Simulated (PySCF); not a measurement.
This PySCF input asks for the NMR shieldings of `C(CCC)#C[C@@H]1CC[B@@H-]1[NH3+]`, C$_{8}$H$_{16}$BN; the geometry comes from GFN2-xTB.

```python
import basis_set_exchange as bse
import numpy as np
from pyscf import gto, dft
from pyscf.prop import nmr

atoms = """
C     4.116849   -0.389386    0.724908
C     2.606470   -0.348634    0.530462
C     2.231999   -0.114493   -0.938507
C     0.789431   -0.077857   -1.117975
C    -0.391068   -0.031324   -1.360201
C    -1.824650    0.000283   -1.370462
C    -2.431915    1.388544   -1.049449
C    -3.294540    0.867063    0.113734
B    -2.562084   -0.582873   -0.002597
N    -1.404310   -0.701541    1.146994
H     4.568784    0.547897    0.406327
H     4.554693   -1.196623    0.141073
H     4.364320   -0.550935    1.772051
H     2.172251   -1.294735    0.868226
H     2.182990    0.453240    1.142669
H     2.654465   -0.915615   -1.553939
H     2.665318    0.832854   -1.276551
H    -2.196408   -0.399363   -2.314495
H    -1.672343    2.103894   -0.728814
H    -2.989945    1.832794   -1.873567
H    -3.176354    1.446671    1.033674
H    -4.355285    0.881267   -0.132620
H    -3.174476   -1.597013   -0.033807
H    -1.377820   -1.623195    1.567081
H    -0.521530   -0.510928    0.650194
H    -1.555888    0.002624    1.861678
"""
names = dict.fromkeys(["C", "B", "N", "H"], "pcSseg-1")
basis = {el: gto.basis.parse(bse.get_basis(n, elements=[el], fmt="nwchem")) for el, n in names.items()}
mol = gto.M(atom=atoms, basis=basis, charge=0, verbose=0)
mf = dft.RKS(mol, xc="PBE0")
mf.grids.level = 2
mf.grids.alignment = dft.numint.BLKSIZE   # the property module wants whole blocks of grid points
mf.conv_tol = 1e-9
mf.kernel()

calc = nmr.RKS(mf)   # GIAO
C = mf.mo_coeff
Co = C[:, mf.mo_occ > 0]
resp = mf.gen_response(singlet=True, hermi=2)
def vind(x):   # induced exchange potential for any number of trial vectors
    d = np.einsum("pi,xij,qj->xpq", C, 2 * x.reshape(-1, C.shape[1], Co.shape[1]), Co, optimize=True)
    return np.einsum("xpq,pi,qj->xij", resp(d - d.transpose(0, 2, 1)), C, Co, optimize=True).ravel()
mo1, _ = nmr.rhf.solve_mo1(calc, with_cphf=vind)
sigma = calc.kernel(mo1)
for i, s in enumerate(sigma):   # ppm
    w = np.linalg.eigvalsh((s + s.T) / 2)
    print("%2d %-2s iso %8.1f  s11 %8.1f  s22 %8.1f  s33 %8.1f" % (i, mol.atom_pure_symbol(i), w.mean(), *w))
```

Question: What does it print?

Answer: 
```
 0 C  iso    169.9  s11    158.2  s22    163.2  s33    188.1
 1 C  iso    155.5  s11    139.7  s22    154.7  s33    172.0
 2 C  iso    162.0  s11    146.7  s22    160.4  s33    179.1
 3 C  iso     96.7  s11     10.3  s22     30.7  s33    249.0
 4 C  iso     86.4  s11     -9.0  s22      5.0  s33    263.3
 5 C  iso    173.4  s11    155.7  s22    171.7  s33    192.8
 6 C  iso    156.3  s11    138.2  s22    150.3  s33    180.5
 7 C  iso    174.0  s11    158.6  s22    177.0  s33    186.3
 8 B  iso    118.9  s11    110.4  s22    122.7  s33    123.7
 9 N  iso    215.7  s11    197.0  s22    219.4  s33    230.8
10 H  iso     30.7  s11     26.4  s22     28.9  s33     36.9
11 H  iso     30.7  s11     26.4  s22     28.8  s33     36.9
12 H  iso     30.5  s11     25.7  s22     27.9  s33     37.8
13 H  iso     30.3  s11     25.5  s22     31.1  s33     34.1
14 H  iso     30.2  s11     25.5  s22     31.0  s33     34.0
15 H  iso     29.4  s11     23.9  s22     29.5  s33     34.8
16 H  iso     29.3  s11     23.8  s22     29.6  s33     34.5
17 H  iso     29.7  s11     24.2  s22     29.1  s33     35.8
18 H  iso     30.0  s11     26.4  s22     29.6  s33     34.0
19 H  iso     29.2  s11     24.7  s22     27.3  s33     35.5
20 H  iso     31.9  s11     28.2  s22     29.7  s33     37.7
21 H  iso     30.6  s11     26.5  s22     28.5  s33     36.7
22 H  iso     29.2  s11     25.5  s22     29.3  s33     32.8
23 H  iso     28.6  s11     21.7  s22     24.6  s33     39.5
24 H  iso     25.2  s11     16.4  s22     20.0  s33     39.1
25 H  iso     29.4  s11     23.8  s22     26.2  s33     38.3
```

These numbers come from an equivalent density-fitted implementation of the same equations, which agrees with the script to about 0.01 ppm for H and up to a few tenths of a ppm for heavy atoms, so last digits may differ.

Size and cost of the density-fitted run: 250 basis functions, 60 s wall time on 1 thread of an Arm Neoverse V2, shared host; peak memory 1.2 GiB.
